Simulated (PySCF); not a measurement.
Compound: C5H3FOS.
Geometry (PBE0-D3(BJ)/def2-SVP, Å), atoms numbered from 1 in this order:
```
atom  x, y, z in Å
F1     2.3696   -1.4029    0.0816
C2     1.2394   -0.7535    0.0387
C3     1.1298    0.5907    0.0668
C4    -0.1773    1.2058    0.0191
S5    -0.4208    2.8365    0.0491
C6    -1.2662    0.2468   -0.0578
C7    -1.0315   -1.0778   -0.0805
O8     0.2194   -1.5994   -0.0333
H9     2.0287    1.2034    0.1268
H10   -2.2920    0.6146   -0.0973
H11   -1.7884   -1.8596   -0.1376
```

The calculation used core-valence-separated Tamm–Dancoff BHandHLYP/aug-pcX-1 (pcseg-1 on H, def2-SVPD on S) in PySCF, non-relativistic, gas phase, PBE0-D3(BJ)/def2-SVP geometry. Absolute energies from this functional tend to lie a few eV below measured edges; no shift was applied.

The lowest roots of each edge with f over 0.003 (five at most, numbered afresh; weaker and dark ones are left out), with transition dipoles (au) in the frame of the coordinates:

```csv
root,edge,E (eV),μx,μy,μz
1,C,282.80,-0.0044,-0.0023,0.0915
2,C,282.97,0.0044,0.0023,-0.0913
3,C,283.56,-0.0041,-0.0020,0.0830
4,C,284.04,0.0048,0.0025,-0.0976
5,C,284.24,0.0015,0.0008,-0.0316
6,O,533.05,0.0022,0.0011,-0.0443
7,O,536.13,0.0066,-0.0165,-0.0001
8,O,537.00,-0.0143,0.0241,-0.0001
9,O,537.60,-0.0339,0.0200,-0.0012
10,O,537.80,-0.0407,-0.0257,-0.0026
11,F,686.03,-0.0010,-0.0007,0.0244
12,F,687.30,0.0318,-0.0188,0.0011
13,F,688.63,-0.0284,0.0195,-0.0010
14,F,689.36,0.0124,0.0082,0.0008
```

Q: What are the oscillator strengths?

A: f = (2/3) ΔE |μ|², with ΔE in hartree (27.2114 eV):

```json
{"root": "1", "ΔE (Eh)": "10.3927", "|μ|² (au)": "0.008397", "f": "0.058", "core hole on": "C4"}
{"root": "2", "ΔE (Eh)": "10.3988", "|μ|² (au)": "0.008360", "f": "0.058", "core hole on": "C6"}
{"root": "3", "ΔE (Eh)": "10.4207", "|μ|² (au)": "0.006910", "f": "0.048", "core hole on": "C3"}
{"root": "4", "ΔE (Eh)": "10.4383", "|μ|² (au)": "0.009555", "f": "0.066", "core hole on": "C7"}
{"root": "5", "ΔE (Eh)": "10.4457", "|μ|² (au)": "0.001001", "f": "0.007", "core hole on": "C3"}
{"root": "6", "ΔE (Eh)": "19.5893", "|μ|² (au)": "0.001969", "f": "0.026", "core hole on": "O8"}
{"root": "7", "ΔE (Eh)": "19.7026", "|μ|² (au)": "0.000316", "f": "0.004", "core hole on": "O8"}
{"root": "8", "ΔE (Eh)": "19.7345", "|μ|² (au)": "0.000785", "f": "0.010", "core hole on": "O8"}
{"root": "9", "ΔE (Eh)": "19.7565", "|μ|² (au)": "0.001551", "f": "0.020", "core hole on": "O8"}
{"root": "10", "ΔE (Eh)": "19.7638", "|μ|² (au)": "0.002324", "f": "0.031", "core hole on": "O8"}
{"root": "11", "ΔE (Eh)": "25.2110", "|μ|² (au)": "0.000597", "f": "0.010", "core hole on": "F1"}
{"root": "12", "ΔE (Eh)": "25.2578", "|μ|² (au)": "0.001366", "f": "0.023", "core hole on": "F1"}
{"root": "13", "ΔE (Eh)": "25.3066", "|μ|² (au)": "0.001188", "f": "0.020", "core hole on": "F1"}
{"root": "14", "ΔE (Eh)": "25.3336", "|μ|² (au)": "0.000222", "f": "0.004", "core hole on": "F1"}
```

Q: What is the unit vector of the normal of the molecular plane, and which share of each root's |μ|² lies along it?

A: (-0.05, -0.03, 1.00), up to sign.

| root | core hole on | share along it | final orbital under reflection in the plane |
| --- | --- | --- | --- |
| 1 | C4 | 1.00 | odd |
| 2 | C6 | 1.00 | odd |
| 3 | C3 | 1.00 | odd |
| 4 | C7 | 1.00 | odd |
| 5 | C3 | 1.00 | odd |
| 6 | O8 | 1.00 | odd |
| 7 | O8 | 0.00 | even |
| 8 | O8 | 0.00 | even |
| 9 | O8 | 0.00 | even |
| 10 | O8 | 0.00 | even |
| 11 | F1 | 1.00 | odd |
| 12 | F1 | 0.00 | even |
| 13 | F1 | 0.00 | even |
| 14 | F1 | 0.00 | even |

The 1s orbitals of atoms in the plane are even under the reflection, so light polarised along the normal reaches odd orbitals alone (the out-of-plane π set) and light polarised in the plane even ones.

Q: For fixed molecules, how does the intensity of root 1 change when the electric field is turned 30° away from the normal of the molecular plane?

A: Intensity goes as (E·μ)², and μ lies along that direction, so it falls to cos²30° = 0.75 of its maximum; it vanishes at 90°.

Q: Molecules are fixed in this frame and the field points along y. What effective strengths 3 f cos²θ do the roots have (θ between field and μ)?

A: root 1 (C4): 0.000, root 2 (C6): 0.000, root 3 (C3): 0.000, root 4 (C7): 0.000, root 5 (C3): 0.000, root 6 (O8): 0.000, root 7 (O8): 0.011, root 8 (O8): 0.023, root 9 (O8): 0.016, root 10 (O8): 0.026, root 11 (F1): 0.000, root 12 (F1): 0.018, root 13 (F1): 0.019, root 14 (F1): 0.003. Averaged over all orientations cos²θ is 1/3, which gives f back.

